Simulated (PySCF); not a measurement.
B2BiO, SMILES B(=O)[B-]#[Bi], charge -1. Atoms are numbered in the order given.

```xyz
4

Bi     0.0000     0.0000     0.6706
B      0.0000     0.0000    -1.3702
B      0.0000     0.0000    -3.0015
O      0.0000     0.0000    -4.2252
```
Charge -1, spin multiplicity 1.

Geometry: PBE0-D3(BJ)/def2-SVPD. The def2 effective core potentials stand for the cores of Bi; spin–orbit coupling is left out.

All values below come from PBE/def2-TZVPD (PySCF).

Mulliken values depend strongly on the basis, most of all with diffuse functions as here. ESP charges are fitted to the potential on shells at 1.4 to 2.0 van der Waals radii. Atomic charges (e):

```csv
atom,ESP fit,Mulliken
Bi1,?,-0.68
B2,?,-0.20
B3,?,0.40
O4,?,-0.52
```

Problem. Complete the blanks. (Estimate from the structure and the level; the computed values follow.)

Solution. 
- Bi1, ESP fit: -0.41
- B2, ESP fit: -0.49
- B3, ESP fit: 0.50
- O4, ESP fit: -0.60
